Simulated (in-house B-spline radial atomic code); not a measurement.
# RPA and G0W0 on B3LYP (VWN-RPA): Ca5+

Configuration [Ne] 3s2 3p3, highest spin, mean-field start B3LYP (VWN-RPA). Computed with a B-spline radial code for spherical atoms: all electrons, non-relativistic, point nucleus, each spin shell either full or empty, empty states to l = 9 with an (l + 1/2)⁻⁴ tail; G0W0 by contour deformation at full frequency.

Command:
```bash
python run_gw.py task.json out
```
Settings (radii: box in bohr, nucleus in fm):
```
Z                        20
electrons                15
configuration            [Ne] 3s2 3p3
hamiltonian              nr
method                   b3lyp
lmax                     9
spin_polarised           True
box_radius               10.43
intervals                48
```

Time taken, with all properties: 2 s on 1 thread of Arm Neoverse N1, on a shared host.

Energies (hartree):

| term | value |
| --- | --- |
| mean-field total | -669.48210 |
| Hartree-Fock functional on these orbitals | -668.86399 |
| direct second order | -1.046 |
| second-order exchange | 0.38063 |
| SOSEX correction | 0.34708 |

Q: What is the RPA correlation energy, and what remains with SOSEX?

A: RPA gives -0.92597 hartree (-1.68 eV per electron); RPA + SOSEX gives -0.5789, and the second-order doubles -0.6654 hartree (no singles). RPA lacks exchange-type terms and so overcorrelates at short range.

Quasi-particle levels (eV):

```csv
level,occupied,mean field,Σx - vxc,Σc,QP weight,G0W0
3p up,yes,-100.25,-7.45,?,?,?
3s down,yes,-114.42,-4.30,-2.94,0.957,-121.67
2p down,yes,-422.67,-26.66,7.33,0.909,-442.01
3p down,no,-91.13,9.66,-3.32,0.952,-84.80
```

G0W0 = mean field + (Σx - vxc) + Σc, with Σc (partial-wave tail included) taken at the quasi-particle energy. Only the outer levels were computed. Levels of low weight are left out.

Q: Where does G0W0 put 3p up?

A: At -107.92 eV, with Σc = -0.22 eV and a quasi-particle weight of 0.952. The tabulated removal energy is 108.78 ± 0.25 eV (NIST, semi-empirical); the calculation leaves out relativity, Breit and QED terms, and what these don't explain is the method's own error.
